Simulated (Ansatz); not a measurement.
`CC(O)CF` + `N[SiH3]` → `CC(O)N[SiH3]` + `CF`  (substitution at a C–C bond)

Calculated with Ansatz (gas phase, PBE0-D4/def2-TZVP geometries, no zero-point term in ΔE). CCSD(T)/CBS adds triple-zeta CCSD(T) − MP2 to the extrapolated MP2 energy (def2 sets, frozen cores). This one scheme is used for every species. Functionals use def2-TZVPP. B3LYP here is the variant with VWN-RPA as its local correlation; programs differ in this. One conformer a species, not always the lowest.

| level | ΔE (kJ/mol) | difference from CCSD(T)/CBS |
| --- | --- | --- |
| PBE-D4 | 22.7 | -4.0 |
| r2SCAN-D4 | 26.5 | -0.2 |
| PBE0-D4 | 23.8 | -2.9 |
| B3LYP-D4 | 21.1 | -5.6 |
| ωB97X-V | 25.4 | -1.3 |
| ωB97M-V | 26.9 | 0.2 |
| B2PLYP | 25.7 | -1.0 |
| PBE | 25.6 | -1.1 |
| r2SCAN | 27.6 | 0.9 |
| PBE0 | 26.6 | -0.1 |
| B3LYP | 25.7 | -1.0 |
| HF/def2-TZVPP | 25.9 | -0.8 |
| MP2/def2-TZVPP | 25.3 | -1.4 |
| SCS-MP2/def2-TZVPP | 24.4 | -2.3 |
| CCSD/def2-TZVPP | 26.3 | -0.4 |
| CCSD(T)/def2-TZVPP | 25.4 | -1.3 |
| HF/def2-QZVPP | 25.6 | -1.1 |
| MP2/def2-QZVPP | 25.9 | -0.8 |
| SCS-MP2/def2-QZVPP | 25.1 | -1.6 |
| HF/CBS(def2) | 25.5 | -1.2 |
| MP2/CBS(def2) | 26.6 | -0.1 |
| CCSD/CBS(def2) | 27.6 | 0.9 |
| CCSD(T)/CBS | 26.7 | 0 |

Largest T1 diagnostic among the species: 0.011.

The D4 term adds −4.6 kJ/mol with B3LYP and −2.8 kJ/mol with PBE0; it sums over pairs of atoms, weighted by their polarisabilities, and B3LYP, whose exchange is more repulsive, gets the larger term.
